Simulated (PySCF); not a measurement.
C6H5I, SMILES C#C/C=C(\I)C=C.

Coordinates come from a PBE0-D3(BJ)/def2-SVP optimisation. The structure was generated by enumeration; whether it is a known compound was not checked. The def2 effective core potentials stand for the cores of I; spin–orbit coupling is left out. The values are those of a single conformer.

Calculation: TDA-ωB97X/def2-SVPD in PySCF.

Vertical excitations. Isolated molecule, no solvent. State labels are in the subgroup Cs.

Computed excitation energies, oscillator strengths and character:
```json
[
 {"state": "S1", "symmetry": "A\"", "energy (eV)": "4.88", "λ (nm)": "254", "f": "0.000", "main pairs": "HOMO→LUMO+1 70 %, HOMO−2→LUMO+1 18 %"},
 {"state": "S2", "symmetry": "A'", "energy (eV)": "4.96", "λ (nm)": "250", "f": "0.601", "main pairs": "HOMO→LUMO 84 %"},
 {"state": "S3", "symmetry": "A\"", "energy (eV)": "5.02", "λ (nm)": "247", "f": "0.000", "main pairs": "HOMO−1→LUMO 73 %, HOMO−3→LUMO 20 %"},
 {"state": "S4", "symmetry": "A'", "energy (eV)": "5.27", "λ (nm)": "235", "f": "0.018", "main pairs": "HOMO−1→LUMO+1 81 %"},
 {"state": "S5", "symmetry": "A\"", "energy (eV)": "5.52", "λ (nm)": "225", "f": "0.000", "main pairs": "HOMO−3→LUMO 68 %, HOMO−1→LUMO 24 %"},
 {"state": "S6", "symmetry": "A'", "energy (eV)": "5.67", "λ (nm)": "219", "f": "0.207", "main pairs": "HOMO−2→LUMO 89 %"},
 {"state": "S7", "symmetry": "A\"", "energy (eV)": "5.96", "λ (nm)": "208", "f": "0.000", "main pairs": "HOMO−2→LUMO+1 64 %, HOMO→LUMO+1 15 %"},
 {"state": "S8", "symmetry": "A\"", "energy (eV)": "6.12", "λ (nm)": "203", "f": "0.000", "main pairs": "HOMO→LUMO+2 30 %, HOMO→LUMO+6 27 %, HOMO→LUMO+4 8 %, HOMO−4→LUMO+6 7 %"},
 {"state": "S9", "symmetry": "A'", "energy (eV)": "6.71", "λ (nm)": "185", "f": "0.240", "main pairs": "HOMO−4→LUMO 57 %"},
 {"state": "S10", "symmetry": "A\"", "energy (eV)": "6.94", "λ (nm)": "179", "f": "0.001", "main pairs": "HOMO−5→LUMO 93 %"},
 {"state": "T1", "symmetry": "A'", "energy (eV)": "2.66", "λ (nm)": "467", "f": "0", "main pairs": "HOMO→LUMO 86 %"},
 {"state": "T2", "symmetry": "A\"", "energy (eV)": "4.36", "λ (nm)": "285", "f": "0", "main pairs": "HOMO→LUMO+1 56 %, HOMO−2→LUMO+1 30 %"},
 {"state": "T3", "symmetry": "A'", "energy (eV)": "4.40", "λ (nm)": "282", "f": "0", "main pairs": "HOMO−2→LUMO 30 %, HOMO−4→LUMO 28 %, HOMO→LUMO+7 18 %, HOMO−2→LUMO+7 6 %"},
 {"state": "T4", "symmetry": "A'", "energy (eV)": "4.57", "λ (nm)": "271", "f": "0", "main pairs": "HOMO−1→LUMO+1 82 %"}
]
```
Triplets are in the Tamm–Dancoff approximation.
